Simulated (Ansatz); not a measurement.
C₆H₁₂F₃NO₂⁺, that is tetramethylammonium trifluoroacetate with one electron fewer. The state is a doublet with charge 1. Geometry PBE0-D4/def2-SVP, that of the neutral singlet; atoms count from 1.

```xyz
24

C    -1.4043   -0.4794    0.8040
N    -0.5769   -1.2909   -0.1386
C    -0.5013   -0.5874   -1.4551
C    -1.1751   -2.6329   -0.3196
C     0.7987   -1.4099    0.4312
H    -2.3834   -0.2955    0.3440
H    -1.5255   -1.0475    1.7356
H    -0.8481    0.4569    0.9995
H    -0.0307    0.4152   -1.3144
H     0.1020   -1.2016   -2.1366
H    -1.5210   -0.4883   -1.8497
H    -1.2248   -3.1436    0.6506
H    -2.1857   -2.5235   -0.7333
H    -0.5537   -3.2138   -1.0131
H     0.7432   -2.0092    1.3494
H     1.1409   -0.3852    0.6675
H     1.4436   -1.9056   -0.3052
O     0.8035    1.5175    1.1305
C     1.0086    2.2591    0.1459
O     0.7815    2.0572   -1.0544
C     1.6320    3.6452    0.4533
F     2.7572    3.8294   -0.2472
F     0.7854    4.6268    0.1150
F     1.9337    3.8070    1.7409
```

Question: Estimate the Mulliken populations from the PBE0/def2-TZVP orbitals of Ansatz.

Answer: 
```
atom  charge (e)  spin (α − β)
  C1       -0.33          0.00
  N2        0.03          0.00
  C3       -0.28          0.06
  C4       -0.30          0.00
  C5       -0.33          0.01
  H6        0.17          0.00
  H7        0.17          0.00
  H8        0.22          0.00
  H9        0.17         -0.01
 H10        0.18          0.00
 H11        0.18          0.00
 H12        0.18          0.00
 H13        0.18          0.00
 H14        0.18          0.00
 H15        0.18          0.00
 H16        0.21          0.00
 H17        0.17          0.00
 O18       -0.37          0.07
 C19        0.31         -0.05
 O20       -0.09          0.73
 C21        0.46          0.11
 F22       -0.11          0.02
 F23       -0.11          0.02
 F24       -0.09          0.04
```
Mulliken values depend strongly on the basis.

Question: Where does the spin sit?

Answer: Summed by element: C 0.14, N 0.00, H -0.01, O 0.81, F 0.07, of 1 unpaired in all. Largest on single atoms: O20 0.73, C21 0.11, O18 0.07.

Question: And the Mayer bond orders between heavy atoms (over 0.3)?

Answer: C1–N2 0.92 (1.49 Å); N2–C3 0.94 (1.49 Å); N2–C4 0.94 (1.48 Å); N2–C5 0.92 (1.49 Å); O18–C19 1.78 (1.25 Å); C19–O20 1.50 (1.24 Å); C19–C21 0.86 (1.55 Å); C21–F22 1.17 (1.34 Å); C21–F23 1.17 (1.34 Å); C21–F24 1.22 (1.33 Å).
